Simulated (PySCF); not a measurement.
Gas-phase reaction: 6 GeH2Cl2 = Ge2H6 + 4 GeHCl3 + H2

Computed with PySCF and rigid-rotor harmonic-oscillator thermochemistry at 1 bar. † marks an energy on the PBE0/def2-TZVP geometry and frequencies; other levels use their own. 6-31G* has spherical d functions here. All species are closed-shell singlets. B3LYP is the form with VWN-RPA correlation. Ge: all electrons, no relativistic terms.

B3LYP/def2-TZVP† gives ΔH°(298 K) = 1 kJ.

### Question
What do BLYP/def2-TZVP†, PBE0/def2-QZVP†, HF/6-31G* give?

### Answer
BLYP/def2-TZVP†: -5 kJ; PBE0/def2-QZVP†: -7 kJ; HF/6-31G*: 48 kJ. For scale, ΔH°(298 K) is 1 kJ at this level, -14 kJ at ωB97M-V/def2-TZVP†, and runs from -32 to 48 kJ over the 19 levels computed.
